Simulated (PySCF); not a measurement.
Ground-state electric properties of a mixed set of molecules.

All values: CAM-B3LYP/def2-SVPD (PySCF) at GFN2-xTB geometries, gas phase, one conformer each. Core orbitals are frozen in the response; Δα² is half the sum of the squared differences of the principal polarisabilities.

**Question.** Rank by HOMO energy, lowest first.
A. `FC[SiH2][Si@@H](F)S[SiH3]`
B. `FC/C=C(/F)C(F)F`
C. `F/C=C(/F)CC(F)F`
D. `C(=C/C(F)(F)F)/CF`

**Answer.** D (-10.00 eV), B (-9.48 eV), C (-9.14 eV), A (-8.79 eV).

**Question.** Rank by polarisability anisotropy Δα, highest first.
A. `[F:1][CH2:2]/[CH:3]=[C:4](\[F:5])[CH:6]([F:7])[F:8]` with F1–C2–C3–C4 -174°, C3–C4–C6–F7 59°
B. `[F:1][CH2:2][SiH2:3][Si@@H:4]([F:5])[S:6][SiH3:7]` with F1–C2–Si3–Si4 45°, C2–Si3–Si4–F5 78°, Si3–Si4–S6–Si7 -166°
C. `[F:1]/[CH:2]=[C:3](/[F:4])[CH2:5][CH:6]([F:7])[F:8]` with C2–C3–C5–C6 -119°, C3–C5–C6–F7 68°
D. `[CH3:1][C@H:2]([F:3])[C:4]([F:5])=[C:6]([F:7])[F:8]` with C1–C2–C4–F5 -108°

**Answer.** B (8.02 Å³), A (3.24 Å³), C (2.99 Å³), D (2.44 Å³).

All values together:

```json
{"SMILES": "F/C=C(/F)CC(F)F", "formula": "C4H4F4", "μ (D)": "1.95", "HOMO (eV)": "-9.14", "LUMO (eV)": "0.94", "α (Å³)": "7.76", "Δα (Å³)": "2.99", "electrons": "64", "α per electron (Å³)": "0.121"}
{"SMILES": "FC[SiH2][Si@@H](F)S[SiH3]", "formula": "CH8F2SSi3", "μ (D)": "0.92", "HOMO (eV)": "-8.79", "LUMO (eV)": "0.09", "α (Å³)": "17.25", "Δα (Å³)": "8.02", "electrons": "90", "α per electron (Å³)": "0.192"}
{"SMILES": "FC/C=C(/F)C(F)F", "formula": "C4H4F4", "μ (D)": "1.15", "HOMO (eV)": "-9.48", "LUMO (eV)": "0.06", "α (Å³)": "7.68", "Δα (Å³)": "3.06", "electrons": "64", "α per electron (Å³)": "0.120"}
{"SMILES": "FC/C=C\\C(F)(F)F", "formula": "C4H4F4", "μ (D)": "1.44", "HOMO (eV)": "-10.00", "LUMO (eV)": "-0.13", "α (Å³)": "7.67", "Δα (Å³)": "3.15", "electrons": "64", "α per electron (Å³)": "0.120"}
{"SMILES": "C[C@H](F)C(F)=C(F)F", "formula": "C4H4F4", "μ (D)": "2.16", "HOMO (eV)": "-9.14", "LUMO (eV)": "1.02", "α (Å³)": "7.72", "Δα (Å³)": "2.44", "electrons": "64", "α per electron (Å³)": "0.121"}
{"SMILES": "FC/C=C(\\F)C(F)F", "formula": "C4H4F4", "μ (D)": "1.64", "HOMO (eV)": "-9.55", "LUMO (eV)": "0.19", "α (Å³)": "7.80", "Δα (Å³)": "3.24", "electrons": "64", "α per electron (Å³)": "0.122"}
```

Conformers: `[F:1]/[CH:2]=[C:3](/[F:4])[CH2:5][CH:6]([F:7])[F:8]` with C2–C3–C5–C6 -119°, C3–C5–C6–F7 68°; `[F:1][CH2:2][SiH2:3][Si@@H:4]([F:5])[S:6][SiH3:7]` with F1–C2–Si3–Si4 45°, C2–Si3–Si4–F5 78°, Si3–Si4–S6–Si7 -166°; `[F:1][CH2:2]/[CH:3]=[C:4](/[F:5])[CH:6]([F:7])[F:8]` with F1–C2–C3–C4 179°, C3–C4–C6–F7 58°; `[F:1][CH2:2]/[CH:3]=[CH:4]\[C:5]([F:6])([F:7])[F:8]` with F1–C2–C3–C4 176°; `[CH3:1][C@H:2]([F:3])[C:4]([F:5])=[C:6]([F:7])[F:8]` with C1–C2–C4–F5 -108°; `[F:1][CH2:2]/[CH:3]=[C:4](\[F:5])[CH:6]([F:7])[F:8]` with F1–C2–C3–C4 -174°, C3–C4–C6–F7 59°.

**Question.** How closely does the mean polarisability follow the number of electrons in this set?

**Answer.** The correlation coefficient is 1.00; α per electron runs from 0.120 to 0.192 Å³.
